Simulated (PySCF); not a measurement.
fluoroethane (C₂H₅F), SMILES CCF. Coordinates come from a PBE-D3(BJ)/def2-TZVP optimisation.

The numbers are results of PBE-D3(BJ)/def2-TZVP (PySCF), not measurements.

Harmonic wavenumbers (cm⁻¹): 250, 400, 788, 861, 1031, 1090, 1143, 1254, 1346, 1368, 1428, 1445, 1465, 2960, 2977, 3001, 3049, 3061. Rotational constants (GHz): 35.97, 9.248, 8.119; symmetry number 1.

Q: Work out the zero-point energy and the ideal-gas rigid-rotor harmonic-oscillator thermochemistry at 298.15 K and 1 atm.

A: ZPE = ½ Σ hcν = ½ × 28919 cm⁻¹ = 41.34 kcal/mol. H − E(el) = 44.38 kcal/mol. Entropy in cal/(mol K): translation 37.53, rotation 22.30, vibration 3.39, total 63.23. G − E(el) = 25.53 kcal/mol. Cp = 13.97 cal/(mol K).
